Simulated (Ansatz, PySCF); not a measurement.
System: CH$_{2}$ClF$_{2}$Si, net charge 0, doublet state. It need not be the lowest isomer of its formula. 
Coordinates optimised at B3LYP-D3(BJ)/def2-TZVP (Ansatz, a program for electronic structure):
```xyz
7

C     -1.9698     0.1315     0.0967
Si    -0.1631     0.2562     0.1820
F      0.3370     0.1624     1.6837
F      0.3334     1.6433    -0.4041
Cl     0.7734    -1.2212    -0.8676
H     -2.5409     0.5975    -0.6966
H     -2.5383    -0.4641     0.8001
```
Charge 0, spin multiplicity 2.

Total electronic energies in hartree. Correlated levels leave the core frozen unless marked. Open shells are spin-unrestricted. Spin-orbit coupling is left out. No relativistic terms. Basis-set limits of correlation are two-point, X^-3; Hartree-Fock from the larger set. [CCSD(T)-MP2]/basis is that difference in the basis named.

```tsv
level	program	energy (Eh)
HF/6-31G	Ansatz	-986.28987
HF-D4/def2-TZVPD	PySCF + dftd4	-986.66832
RI-HF/cc-pV(T+d)Z	Ansatz	-986.64561
B3LYP-D3(BJ)/def2-TZVPD	Ansatz + dftd3	-989.00904
B3LYP/def2-TZVPD	Ansatz	-988.99878
PBE0-D4/def2-TZVPD	Ansatz + dftd4	-988.45779
TPSSh-D4/def2-TZVPD	PySCF + dftd4	-988.99493
HSE06/def2-TZVPD	Ansatz	-988.42806
CAM-B3LYP-D3(BJ)/def2-TZVPD	Ansatz + dftd3	…
PBE-QIDH/def2-TZVPD	Ansatz	-988.25873
RPA@PBE/cc-pV(Q+d)Z	Ansatz	-988.25461
MP2/6-31G*	Ansatz	-987.12330
MP2/cc-pVTZ	Ansatz	-987.57534
CCSD/cc-pwCVTZ	Ansatz	-987.63968
RI-MP2/CBS(cc-pV(T+d)Z,cc-pV(Q+d)Z)+[CCSD(T)-MP2]/cc-pV(T+d)Z	Ansatz	-987.8287
```

Q: Complete the blanks.

A: 
- CAM-B3LYP-D3(BJ)/def2-TZVPD, energy (Eh): -988.92727
